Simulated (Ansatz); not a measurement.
Ideal-gas functions of CH4BClS, SMILES `CSBCl` at 800 K and 1 bar, from an Ansatz frequency run at PBE0-D4/def2-TZVP.

Molar mass 94.38 g/mol, point group Cs (symmetry number 1), electronic degeneracy 1, moments of inertia 24.22, 269.87, 290.908 u Å². Harmonic wavenumbers (cm⁻¹, unscaled): 63, 165, 191, 306, 723, 769, 772, 899, 979, 985, 1089, 1349, 1462, 1476, 2656, 3074, 3164, 3178.

Use S(trans) = R[1.5 ln M + 2.5 ln T − 1.1517]; rotational temperatures θ = 24.2544 K / I; S(rot) = R[ln(√π/σ · √(T³/θAθBθC)) + 1.5]; for each mode x = 1.438777 ν̃/T, S = R[x/(eˣ − 1) − ln(1 − e⁻ˣ)] and H = RT x/(eˣ − 1); 1 cm⁻¹ = 0.0119627 kJ/mol; R = 8.31446 J/(mol·K).

Problem. By hand: the entropy, in J/(mol·K).

Solution. Translation 186.1. Rotation: θ = 1.0014, 0.0899, 0.0834 K, giving 120.9. Vibration, mode by mode: 26.43, 18.45, 17.24, 13.38, 6.69, 6.25, 6.22, 5.17, 4.61, 4.57, 3.94, 2.72, 2.32, 2.28, 0.41, 0.22, 0.19, 0.18, in all 121.3. Electronic 0.0. Sum 428.3 J/(mol·K).

Problem. By hand: H − E and G − E in kJ/mol, counted from the electronic energy.

Solution. Zero-point energy ½ × 23300 × 0.0119627 = 139.4; thermal vibration 46.5; translation, rotation and pV give 4 RT = 26.6. H − E = 212.5 kJ/mol, and G − E = 212.5 − 800 × 428.3/1000 = -130.1 kJ/mol.

Vibration gives 28 % of the entropy, 26.4 J/(mol·K) of it from the mode under 150 cm⁻¹: soft modes count most, and the harmonic formula is weakest for them. The sum counts one conformer and one mirror image; others add a mixing term.
